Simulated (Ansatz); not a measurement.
Stepwise reaction of `[NH]=[Nb]([F])([Cl])[Cl]` with ammonia, as a gas-phase model of exchange steps in deposition or etching. ΔE in kJ/mol; ΔG adds harmonic PBE0-D4 terms to CCSD(T)/CBS, at 1 bar.

Gas-phase electronic energies from Ansatz, PBE0-D4/def2-TZVP geometries. CCSD(T)/CBS adds triple-zeta CCSD(T) − MP2 to the extrapolated MP2 energy (def2 sets, frozen cores). This one scheme is used for every species. DFT in def2-TZVPP. B3LYP here is the variant with VWN-RPA as its local correlation; programs differ in this. Elements past krypton have def2 core potentials. For Nb outer-core shells are correlated without core-valence functions, which leaves a few kJ/mol of doubt a bond. One conformer a species, not always the lowest.

```json
{"step": "1", "reaction": "`[NH]=[Nb]([F])([Cl])[Cl]` + NH₃ → `[NH]=[Nb]([NH2])([F])[Cl]` + HCl", "PBE-D4": "61.9", "B3LYP-D4": "61.2", "ωB97M-V": "60.4", "CCSD(T)/CBS": "60.5", "ΔG(500 K)": "54.6"}
```

**Question.** Give the row of step 2, `[NH]=[Nb]([NH2])([F])[Cl]` + NH₃ → `[NH]=[Nb]([NH2])([NH2])[F]` + HCl. (Estimate.)

**Answer.** The calculation gave: 
```csv
step,reaction,PBE-D4,B3LYP-D4,ωB97M-V,CCSD(T)/CBS,ΔG(500 K)
2,`[NH]=[Nb]([NH2])([F])[Cl]` + NH₃ → `[NH]=[Nb]([NH2])([NH2])[F]` + HCl,87.3,87.3,87.2,87.9,78.8
```

**Question.** By hand: ΔE of the 2 steps together at CCSD(T)/CBS.

**Answer.** (60.5) + (87.9) = 148.4 kJ/mol, or 74.2 kJ/mol a step.

In ΔE each step is higher than the one before. All are uphill at CCSD(T)/CBS. ΔG lies between 54.6 and 78.8 kJ/mol a step. PBE-D4 differs from CCSD(T)/CBS by -0.6 to 1.4 kJ/mol a step. Isolated molecules leave out the surface, adducts and barriers. Largest T1 diagnostic: 0.020.
